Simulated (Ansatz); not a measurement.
Diatomic TiN, multiplicity 4 (not the ground state: that is measured with 2S+1 = 2). No spin–orbit coupling. Ti is treated without relativity.

Seven points along R, fitted to fifth degree in 1/R; most abundant isotopes. Runs in def2 and cc sets follow the lowest solution found near the PBE0 minimum.

The values were computed with Ansatz (Gaussian basis) for Hartree–Fock, density functionals and correlated methods. 

Energies at PBE0/def2-TZVPP:

```tsv
R (Å)	E (hartree)
1.529491	-903.80807663
1.570607	-903.81505933
1.608433	-903.81850586
1.651193	-903.81948207
1.693953	-903.81786186
1.743291	-903.81337674
1.800853	-903.80541681
```

Question: With a reduced mass of 10.8379 u, find the minimum, the force constant and the constants.

Answer: A fifth-degree polynomial in 1/R puts the minimum at r_e = 1.6446 Å with force constant 636 N/m. Then ω_e = (1/2πc)√(k/μ) = 998 cm⁻¹ and B_e = h/(8π²cμr_e²) = 0.5751 cm⁻¹; the cubic and quartic terms give α_e = 0.0028 and ω_e x_e = 4.2 cm⁻¹.

Ansatz is an electronic-structure program.
